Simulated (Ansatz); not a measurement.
Consider the ligand exchange at the In–N bond: `C[N](C)[In]([OH])[F]` + HBr → `[OH][In]([F])[Br]` + `CNC`.

Computed with Ansatz on PBE0-D4/def2-TZVP structures; ΔE is electronic, products minus reactants. CCSD(T)/CBS is the MP2 limit (def2-TZVPP, def2-QZVPP) plus CCSD(T) − MP2 in def2-TZVPP, frozen cores. DFT in def2-TZVPP. def2 core potentials past Kr. For Br, In outer-core shells are correlated without core-valence functions, which leaves a few kJ/mol of doubt a bond. Scalar relativity is left out up to krypton. Each species was taken in one conformer, which may not be the lowest.

CCSD(T)/CBS gives -27.5 kcal/mol.

(1) Another level gave -27.3 kcal/mol. Which?
A. ωB97M-V/def2-TZVPP
B. PBE-D4/def2-TZVPP
C. SCS-MP2/def2-TZVPP
D. PBE0/def2-TZVPP

Largest T1 diagnostic among the species: 0.016.

Results:

(1) C. SCS-MP2/def2-TZVPP -27.3, PBE-D4 -28.4, ωB97M-V -29.5, PBE0 -31.2 kcal/mol.

The D4 term adds +1.6 kcal/mol with B3LYP and +0.9 kcal/mol with PBE0; it sums over pairs of atoms, weighted by their polarisabilities, and B3LYP, whose exchange is more repulsive, gets the larger term. In def2-TZVPP, CCSD(T) changes the Hartree–Fock value by +9.5 kcal/mol (the triples alone add +1.0 kcal/mol) and MP2 by +10.0 kcal/mol. From PBE to PBE0 (25 % exact exchange), in def2-TZVPP and without D4, ΔE moves by −1.8 kcal/mol.

B3LYP here is the variant with VWN-RPA as its local correlation; programs differ in this.
